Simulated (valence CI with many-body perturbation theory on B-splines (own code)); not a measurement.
**E1 line list for Cr¹⁰⁺**

Computed by valence CI with perturbative core correlation (CI+MBPT): four valence electrons over a frozen Dirac-Fock core [Ne], radial functions for each j: 11 s, 11 p, 10 d, 8 f, 5 g, 2 h, with the one-electron correlation potential Σ1 (screened to all orders), the two-electron term Σ2, the three-electron term Σ3, Breit, model QED; selected single and double excitations, second order for the rest, scaled by the run's own slope (own B-spline code, finite nucleus).

No measured levels were compared; by estimate levels of excited configurations hold to 0.05 to 0.15 % of their energy, terms of the ground configuration to about 0.5 %. Among the levels kept, up to 640 cm⁻¹ of a level comes from second order outside the variational space, and about a tenth of that is noise between levels of different J, which matters for small intervals.

Lines 151 to 200 of 566 in falling wavelength, among levels below 1029300 cm⁻¹, chosen from the strongest by gf and those to the six lowest levels. Wavelengths and rates use the calculated energies, so an error of 200 cm⁻¹ moves a line at 314.8 Å by 0.063 % and its rate by three times that or more. Electric multipoles are in the length gauge, E1 and E2 with the static RPA response of the core. Weak lines are less certain than strong ones. Lines between different terms over intervals too small for the method are left out, as are lines whose strength nearly cancels. Where a level lies close to another of its J and parity, the split of strength between their lines is uncertain. The highest levels of a list are the least certain.

Names give the largest LS component (configuration and term), which can be under half, so a name can repeat, a term be missing and a line seem to break the LS rules; names also repeat where a configuration has a term twice. Letters in brackets count levels of one name in rising energy.

| λ vac (Å) | Upper | Lower | A (s⁻¹) | S (a.u.) |
| --- | --- | --- | --- | --- |
| 314.8 | 3s.3p2.3d 3D_2 [d] | 3s2.3p.3d 3P°_1 | 1.20e+10 | 9.23e-01 |
| 314.8 | 3p3.3d 1F°_3 [a] | 3s.3p2.3d 1G_4 | 7.93e+09 | 8.55e-01 |
| 314.7 | 3s.3p2.3d 1F_3 [b] | 3s2.3p.3d 1F°_3 | 2.22e+10 | 2.39e+00 |
| 314.6 | 3s.3p.3d2 3D°_3 | 3s.3p2.3d 3P_2 [b] | 1.13e+10 | 1.21e+00 |
| 314.5 | 3p3.3d 5D°_2 | 3s.3p2.3d 5F_3 | 8.31e+09 | 6.38e-01 |
| 313.9 | 3p3.3d 3D°_1 [c] | 3s.3p2.3d 3P_1 [b] | 4.78e+09 | 2.19e-01 |
| 313.6 | 3s.3p2.3d 1D_2 [b] | 3s2.3p.3d 3P°_2 [b] | 7.98e+09 | 6.07e-01 |
| 313.6 | 3p3.3d 5D°_3 | 3s.3p2.3d 5F_3 | 4.38e+09 | 4.67e-01 |
| 313.2 | 3p3.3d 3D°_2 [c] | 3s.3p2.3d 3P_1 [b] | 8.54e+09 | 6.47e-01 |
| 312.8 | 3p3.3d 5D°_1 | 3s.3p2.3d 5F_2 | 8.52e+09 | 3.86e-01 |
| 312.8 | 3p3.3d 3P°_2 [b] | 3s.3p2.3d 3P_2 [a] | 3.64e+09 | 2.75e-01 |
| 312.7 | 3s.3p3 3S°_1 | 3s2.3p2 1D_2 | 7.50e+08 | 3.40e-02 |
| 312.6 | 3p3.3d 3D°_1 [c] | 3s.3p2.3d 3P_0 [b] | 6.20e+09 | 2.80e-01 |
| 312.3 | 3p3.3d 5D°_2 | 3s.3p2.3d 5F_2 | 5.30e+09 | 3.98e-01 |
| 311.6 | 3p3.3d 5D°_0 | 3s.3p2.3d 5F_1 | 1.43e+10 | 2.14e-01 |
| 311.4 | 3p3.3d 5D°_1 | 3s.3p2.3d 5F_1 | 5.72e+09 | 2.56e-01 |
| 311.3 | 3s.3p2.3d 3D_3 [d] | 3s2.3p.3d 3P°_2 [a] | 9.42e+09 | 9.81e-01 |
| 310.2 | 3p3.3d 3D°_2 [c] | 3s.3p2.3d 3D_3 [b] | 2.82e+09 | 2.08e-01 |
| 309.5 | 3p3.3d 1F°_3 [b] | 3s.3p2.3d 1G_4 | 4.87e+09 | 4.99e-01 |
| 309.2 | 3s.3p.3d2 3D°_3 | 3s.3p2.3d 3D_3 [b] | 3.71e+09 | 3.79e-01 |
| 307.7 | 3p3.3d 3D°_1 [c] | 3s.3p2.3d 3D_2 [b] | 3.36e+09 | 1.45e-01 |
| 307.0 | 3p3.3d 3D°_2 [c] | 3s.3p2.3d 3D_2 [b] | 2.50e+09 | 1.79e-01 |
| 307.0 | 3s.3p.3d2 3D°_3 | 3s.3p2.3d 3F_4 [b] | 4.68e+09 | 4.68e-01 |
| 306.1 | 3p3.3d 3D°_1 [c] | 3s.3p2.3d 3D_1 [b] | 3.85e+09 | 1.63e-01 |
| 306.0 | 3s.3p.3d2 3D°_3 | 3s.3p2.3d 3D_2 [b] | 1.45e+09 | 1.44e-01 |
| 305.8 | 3s.3p2.3d 1D_2 [b] | 3s2.3p.3d 3P°_2 [a] | 7.91e+09 | 5.58e-01 |
| 304.8 | 3p3.3d 1F°_3 [b] | 3s.3p2.3d 3D_3 [a] | 2.64e+09 | 2.58e-01 |
| 303.1 | 3p3.3d 3D°_2 [c] | 3s.3p2.3d 3F_3 [b] | 3.29e+09 | 2.26e-01 |
| 302.7 | 3s.3p2.3d 3D_3 [c] | 3s2.3p.3d 3F°_4 | 1.10e+10 | 1.05e+00 |
| 302.1 | 3s.3p.3d2 3D°_3 | 3s.3p2.3d 3F_3 [b] | 1.47e+09 | 1.40e-01 |
| 301.8 | 3s.3p2.3d 1P_1 [b] | 3s2.3p.3d 3D°_2 | 3.55e+09 | 1.45e-01 |
| 301.6 | 3s2.3p.3d 3F°_2 | 3s2.3p2 1D_2 | 1.62e+08 | 1.10e-02 |
| 301.4 | 3s.3p2.3d 3D_2 [c] | 3s2.3p.3d 3F°_3 | 1.75e+10 | 1.18e+00 |
| 301.0 | 3s.3p2.3d 1D_2 [c] | 3s2.3p.3d 1P°_1 | 1.45e+10 | 9.74e-01 |
| 300.5 | 3p3.3d 3D°_1 [c] | 3s.3p2.3d 3F_2 [b] | 4.40e+09 | 1.77e-01 |
| 300.4 | 3p3.3d 1F°_3 [c] | 3s.3p2.3d 1G_4 | 2.42e+09 | 2.26e-01 |
| 300.2 | 3s.3p.3d2 3S°_1 | 3s.3p2.3d 3P_2 [b] | 4.69e+09 | 1.88e-01 |
| 299.2 | 3p3.3d 1D°_2 [c] | 3s.3p2.3d 1F_3 [a] | 2.22e+09 | 1.47e-01 |
| 298.8 | 3s.3p2.3d 3D_1 [c] | 3s2.3p.3d 3F°_2 | 2.18e+10 | 8.60e-01 |
| 298.7 | 3p3.3d 1D°_2 [b] | 3s.3p2.3d 3D_2 [a] | 3.65e+09 | 2.40e-01 |
| 298.3 | 3s.3p2.3d 3F_3 [c] | 3s2.3p.3d 3F°_4 | 1.11e+10 | 1.02e+00 |
| 298.0 | 3s.3p.3d2 3S°_1 | 3s.3p2.3d 3P_1 [b] | 3.26e+09 | 1.28e-01 |
| 297.8 | 3p4 3P_2 | 3s.3p3 5S°_2 | 1.10e+07 | 7.19e-04 |
| 297.8 | 3s.3p3 1P°_1 | 3s2.3p2 1D_2 | 2.32e+10 | 9.07e-01 |
| 297.7 | 3s.3p2.3d 3P_2 [c] | 3s2.3p.3d 3D°_3 | 2.02e+10 | 1.31e+00 |
| 297.7 | 3s2.3p.3d 3F°_3 | 3s2.3p2 1D_2 | 1.66e+07 | 1.51e-03 |
| 297.5 | 3s.3p2.3d 3D_2 [c] | 3s2.3p.3d 3F°_2 | 4.74e+09 | 3.08e-01 |
| 297.0 | 3s.3p2.3d 3D_3 [c] | 3s2.3p.3d 3F°_3 | 8.28e+09 | 7.49e-01 |
| 296.8 | 3s.3p2.3d 3F_4 [c] | 3s2.3p.3d 3F°_4 | 1.87e+10 | 2.17e+00 |
| 296.7 | 3p3.3d 3D°_2 [a] | 3p4 3P_1 | 2.60e+09 | 1.68e-01 |
